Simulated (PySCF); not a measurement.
Fe(SH)3 holds Fe(III), d5, at total charge 0. The structure is a model geometry with rigid ligands and bond lengths from ionic radii, not a minimum; coordination trigonal planar, point group C3h, metal–donor distances 2.21 Å.

```
7

Fe    0.0000    0.0000    0.0000
S     2.2050    0.0000    0.0000
H     2.4550    1.3200    0.0000
S    -1.1025    1.9096    0.0000
H    -2.3707    1.4661    0.0000
S    -1.1025   -1.9096    0.0000
H    -0.0843   -2.7861    0.0000
```

Method (PySCF 2.14, density fitting): CASSCF(5,5) with orbitals averaged over all microstates of the shell, strongly contracted NEVPT2 on the averaged canonical orbitals; basis x2c-TZVPall on the metal, x2c-SVPall elsewhere; spin-free X2C; gas phase; spin-orbit coupling by state interaction with the mean-field operator over all roots.

Problem. Which term lies lowest, and with what spin?

Solution. 6A' (S = 5/2, orbital degeneracy 1), orbital occupations from the lowest 1.0 1.0 1.0 1.0 1.0, by NEVPT2.

Problem. Which is the lowest state of another spin?

Solution. 4E' at 22948 cm⁻¹ by NEVPT2; CASSCF alone puts it at 28043 cm⁻¹ above the same ground state.

Problem. What ligand-field parameters describe the result?

Solution. At CASSCF level (the NEVPT2 levels don't fit a ligand-field model well): orbital energies 0, 2715, 2715, 8570, 8570 cm⁻¹; B = 1014 cm⁻¹; C = 3876 cm⁻¹; B over its free-ion value at the same level 0.784; rms of the fit 411 cm⁻¹; ζ = 386 cm⁻¹ (free ion 466).

Problem. What are the magnetic parameters?

Solution. The ground multiplet follows a spin Hamiltonian with S = 5/2, g = 2.002, 2.002, 2.002, D = -0.47 cm⁻¹, E/|D| = 0.00 (spin-orbit part alone); the lowest levels hold 100 % of the spin-free ground state. μeff is 5.92 μB at 300 K and 5.92 μB at 10 K; the spin-only value is 5.92 μB.

NEVPT2 on the d shell alone tends to put d–d bands too high for such charged or covalently bound ions. Gaps between spin states lean to high spin in this active space.

The job took 18 s on one thread of Arm Neoverse N1 (shared host), with 117 basis functions, launched as `OMP_NUM_THREADS=1 python lf_run.py task.json out`.
